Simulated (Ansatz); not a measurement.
A nudged elastic band was laid between two geometries of H₅NSSn (8 atoms, charge 0, multiplicity 1).

The calculation used RKS PBE-D4/def2-SVP in Ansatz 0.2.0.

```json
{"movable images": "5", "climbing image": "yes", "spring": "5.0 eV/Å²", "optimiser": "quadratic models (default)", "start path": "IDPP", "force threshold": "0.05 eV/Å", "iteration limit": "60", "end points": "relaxed"}
```

Image 0:

```xyz
8
Properties=species:S:1:pos:R:3
N -1.164 0.375 -0.778
Sn 0.546 0.359 0.387
S 1.237 -1.982 0.428
H -1.640 1.287 -0.727
H -0.936 0.221 -1.770
H 0.041 0.936 1.939
H 1.940 1.201 -0.218
H -0.024 -2.397 0.741
```

Image 6:

```xyz
8
Properties=species:S:1:pos:R:3
N -1.389 0.553 -0.709
Sn 0.269 0.228 0.478
S 0.519 -2.205 0.469
H -1.666 1.545 -0.707
H -1.200 0.300 -1.689
H -0.174 0.821 2.039
H 1.791 0.878 -0.067
H 1.850 -2.118 0.186
```

Question: What changes between the two ends?

Answer: No bond is made or broken. The dihedral N1–Sn2–S3–H8 goes from -49 to 132°.

Question: What energy profile does the band end with?

Answer: The forces met the threshold. The highest image is number 3 of 0 to 6, 0.083 eV above the first end and 0.050 eV above the last; the last end lies 0.033 eV above the first. A vibrational analysis at the climbing image gives one clearly imaginary mode, 177i cm⁻¹, and a faint second one (37i cm⁻¹) that may be numerical noise or a soft torsion: probably a first-order saddle point.

```csv
image,path coordinate (Å),energy (eV),dihedral N1–Sn2–S3–H8 (°)
0,0.00,0.000,-49
1,0.60,0.013,-77
2,1.21,0.055,-110
3,1.81,0.083,-146
4,2.32,0.065,-175
5,2.84,0.039,157
6,3.35,0.033,132
```

Question: What is the geometry of the highest image?

Answer: 
```xyz
8
Properties=species:S:1:pos:R:3
N -1.035 0.718 -1.099
Sn 0.292 0.183 0.397
S 0.553 -2.235 0.109
H -1.254 1.723 -1.034
H -0.612 0.580 -2.027
H -0.494 0.515 1.901
H 1.857 0.944 0.305
H 0.693 -2.428 1.449
```

Run time: 74 s on 1 thread of Arm Neoverse V1 (shared host), peak memory 0.12 GiB.
